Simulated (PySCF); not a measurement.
Job file and geometry (Å, from GFN2-xTB, dihedral held) of an NMR shielding run on `InChI=1S/C3H4F2OS/c1-7-3(5)2(4)6/h6H,1H3/p-1/b3-2+`, PySCF 2.14.0, density-fitted response routines, GIAO PBE0/pcSseg-1 NMR shielding, non-relativistic, gas phase; density fitting, a coarse starting grid and PySCF grid level 2 are the driver's defaults:

```
$ OMP_NUM_THREADS=1 python probes_run.py task.json out

{"job": {"kind": "nmr", "xc": "PBE0", "basis": "pcSseg-1", "pop": false}, "charge": -1, "multiplicity": 1}
C     -0.536225     1.935002    -2.379615
S     -0.785902     0.916304    -0.879923
C      0.862843     0.334688    -0.597483
F      1.613543     0.199131    -1.761423
C      1.530617     0.403955     0.585373
O      2.675805     0.153950     0.917854
F      0.608459     0.698964     1.663809
H     -0.124694     1.309092    -3.165597
H     -1.511942     2.314746    -2.666363
H      0.142451     2.755696    -2.158955
```

Problem. Write the output of this run.

Solution. 
```
coarse grid: 10000 points
cycle   1  E = -788.4057049951  dE =  8.888e-01  |g| = 9.729e-01  |ddm| = 3.035e+00
cycle   2  E = -787.8832709631  dE =  5.224e-01  |g| = 1.914e+00  |ddm| = 2.606e+00
cycle   3  E = -788.5586906709  dE = -6.754e-01  |g| = 3.180e-01  |ddm| = 2.025e+00
cycle   4  E = -788.5768964783  dE = -1.821e-02  |g| = 1.005e-01  |ddm| = 3.292e-01
cycle   5  E = -788.5782850994  dE = -1.389e-03  |g| = 2.970e-02  |ddm| = 8.123e-02
cycle   6  E = -788.5784704747  dE = -1.854e-04  |g| = 6.306e-03  |ddm| = 3.767e-02
cycle   7  E = -788.5784780754  dE = -7.601e-06  |g| = 2.313e-03  |ddm| = 9.977e-03
final grid: 95904 points
cycle   8  E = -788.6466184333  dE = -1.834e-05  |g| = 1.272e-02  |ddm| = 2.264e-02
cycle   9  E = -788.6465496345  dE =  6.880e-05  |g| = 2.261e-02  |ddm| = 2.772e-02
cycle  10  E = -788.6466497914  dE = -1.002e-04  |g| = 2.764e-03  |ddm| = 1.871e-02
cycle  11  E = -788.6466513948  dE = -1.603e-06  |g| = 3.525e-04  |ddm| = 2.696e-03
cycle  12  E = -788.6466514094  dE = -1.462e-08  |g| = 1.957e-04  |ddm| = 4.106e-04
cycle  13  E = -788.6466514152  dE = -5.851e-09  |g| = 3.285e-05  |ddm| = 1.525e-04
cycle  14  E = -788.6466514155  dE = -2.149e-10  |g| = 1.193e-05  |ddm| = 4.540e-05
converged SCF energy = -788.6466514155

GIAO shielding tensors (ppm)
atom      isotropic    diamagn.    paramagn.     s11        s22        s33       span
  0 C      166.911     250.861     -83.950    149.896    164.696    186.141     36.244
  1 S      554.464    1056.663    -502.199    371.470    498.521    793.401    421.931
  2 C       74.362     254.464    -180.102     -8.033     71.252    159.867    167.900
  3 F      434.534     472.703     -38.168    355.699    392.183    555.721    200.021
  4 C       21.350     244.993    -223.642    -72.828     32.467    104.413    177.241
  5 O       62.955     401.081    -338.126    -94.769     40.379    243.255    338.024
  6 F      223.255     481.734    -258.479    139.989    162.896    366.879    226.890
  7 H       29.167      30.434      -1.268     23.614     28.584     35.302     11.687
  8 H       30.671      29.974       0.698     26.342     27.778     37.894     11.552
  9 H       29.804      29.774       0.030     25.451     27.387     36.572     11.121
```

The geometry is no minimum: GFN2-xTB, dihedral held.

Size and cost of the density-fitted run: 141 basis functions, 18 s wall time on 1 thread of an Arm Neoverse N1, shared host.
